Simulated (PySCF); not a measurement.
Ga(AsH2)(F)2 (AsF₂GaH₂), SMILES [F][Ga]([F])[AsH2]. Geometry optimised at r2SCAN-D4/def2-SVP. The structure was generated by enumeration; whether it is a known compound was not checked.

Computed equilibrium geometry at r2SCAN-D4/def2-SVP (PySCF confirms it by a frequency run) as bond lengths and angles, and its point group:
point group Cs.
Atoms: Ga1 As2 H3 H4 F5 F6. Bond lengths (Å): Ga1–As2 2.380, Ga1–F5 1.749, Ga1–F6 1.749, As2–H3 1.524, As2–H4 1.524. Angles (°): As2–Ga1–F5 124.1, As2–Ga1–F6 124.1, F5–Ga1–F6 111.7, Ga1–As2–H3 89.4, Ga1–As2–H4 89.4, H3–As2–H4 92.5.
